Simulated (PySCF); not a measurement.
Mo(O)(NMe)(OH)(SH) (CH5MoNO2S), SMILES C[N]=[Mo](=[O])([OH])[SH], multiplicity 1.

Geometry: PBE-D3(BJ)/def2-SVP. The multiplicity is an assumed one; other spin states were not compared. The def2 effective core potentials stand for the cores of Mo; spin–orbit coupling is left out. One conformer was computed; it need not be the lowest.

The numbers are results of PBE-D3(BJ)/def2-SVP run with PySCF, not measurements.

Frequencies are harmonic and unscaled.

```json
[
 {"mode": "1", "ν (cm⁻¹)": "86", "IR (km/mol)": "1.9", "moving atoms (share of kinetic energy)": "H 48 %, S 22 %, C 20 %"},
 {"mode": "2", "ν (cm⁻¹)": "91", "IR (km/mol)": "0.8", "moving atoms (share of kinetic energy)": "H 68 %, C 13 %, S 12 %"},
 {"mode": "3", "ν (cm⁻¹)": "111", "IR (km/mol)": "7.7", "moving atoms (share of kinetic energy)": "O 36 %, C 26 %, H 21 %, Mo 10 %"},
 {"mode": "4", "ν (cm⁻¹)": "149", "IR (km/mol)": "3.4", "moving atoms (share of kinetic energy)": "O 55 %, S 20 %, H 15 %, Mo 8 %"},
 {"mode": "5", "ν (cm⁻¹)": "181", "IR (km/mol)": "1.3", "moving atoms (share of kinetic energy)": "O 51 %, S 12 %, Mo 11 %, N 10 %, H 10 %"},
 {"mode": "6", "ν (cm⁻¹)": "228", "IR (km/mol)": "7.3", "moving atoms (share of kinetic energy)": "O 65 %, H 17 %, N 8 %"},
 {"mode": "7", "ν (cm⁻¹)": "277", "IR (km/mol)": "24.6", "moving atoms (share of kinetic energy)": "H 66 %, O 15 %, S 11 %"},
 {"mode": "8", "ν (cm⁻¹)": "310", "IR (km/mol)": "74.1", "moving atoms (share of kinetic energy)": "H 66 %, O 19 %, N 11 %"},
 {"mode": "9", "ν (cm⁻¹)": "340", "IR (km/mol)": "9.1", "moving atoms (share of kinetic energy)": "S 36 %, N 31 %, H 28 %"},
 {"mode": "10", "ν (cm⁻¹)": "353", "IR (km/mol)": "5.2", "moving atoms (share of kinetic energy)": "N 44 %, H 26 %, O 18 %"},
 {"mode": "11", "ν (cm⁻¹)": "417", "IR (km/mol)": "49.6", "moving atoms (share of kinetic energy)": "Mo 31 %, S 28 %, N 22 %, H 9 %, O 9 %"},
 {"mode": "12", "ν (cm⁻¹)": "611", "IR (km/mol)": "126.1", "moving atoms (share of kinetic energy)": "H 58 %, O 25 %, C 10 %"},
 {"mode": "13", "ν (cm⁻¹)": "621", "IR (km/mol)": "67.4", "moving atoms (share of kinetic energy)": "H 78 %, O 13 %"},
 {"mode": "14", "ν (cm⁻¹)": "682", "IR (km/mol)": "33.6", "moving atoms (share of kinetic energy)": "C 32 %, H 27 %, Mo 20 %, N 18 %"},
 {"mode": "15", "ν (cm⁻¹)": "711", "IR (km/mol)": "29.4", "moving atoms (share of kinetic energy)": "O 53 %, H 30 %, Mo 16 %"},
 {"mode": "16", "ν (cm⁻¹)": "977", "IR (km/mol)": "134.9", "moving atoms (share of kinetic energy)": "O 81 %, Mo 15 %"},
 {"mode": "17", "ν (cm⁻¹)": "1047", "IR (km/mol)": "1.0", "moving atoms (share of kinetic energy)": "H 70 %, C 20 %, N 8 %"},
 {"mode": "18", "ν (cm⁻¹)": "1056", "IR (km/mol)": "1.5", "moving atoms (share of kinetic energy)": "H 71 %, C 20 %"},
 {"mode": "19", "ν (cm⁻¹)": "1292", "IR (km/mol)": "59.3", "moving atoms (share of kinetic energy)": "N 62 %, C 29 %"},
 {"mode": "20", "ν (cm⁻¹)": "1362", "IR (km/mol)": "1.9", "moving atoms (share of kinetic energy)": "H 82 %, N 12 %"},
 {"mode": "21", "ν (cm⁻¹)": "1386", "IR (km/mol)": "15.7", "moving atoms (share of kinetic energy)": "H 95 %"},
 {"mode": "22", "ν (cm⁻¹)": "1393", "IR (km/mol)": "12.8", "moving atoms (share of kinetic energy)": "H 96 %"},
 {"mode": "23", "ν (cm⁻¹)": "2584", "IR (km/mol)": "0.8", "moving atoms (share of kinetic energy)": "H 97 %"},
 {"mode": "24", "ν (cm⁻¹)": "2924", "IR (km/mol)": "34.3", "moving atoms (share of kinetic energy)": "H 97 %"},
 {"mode": "25", "ν (cm⁻¹)": "3012", "IR (km/mol)": "7.3", "moving atoms (share of kinetic energy)": "H 90 %, C 10 %"},
 {"mode": "26", "ν (cm⁻¹)": "3018", "IR (km/mol)": "5.3", "moving atoms (share of kinetic energy)": "H 91 %, C 9 %"},
 {"mode": "27", "ν (cm⁻¹)": "3742", "IR (km/mol)": "177.0", "moving atoms (share of kinetic energy)": "H 94 %"}
]
```
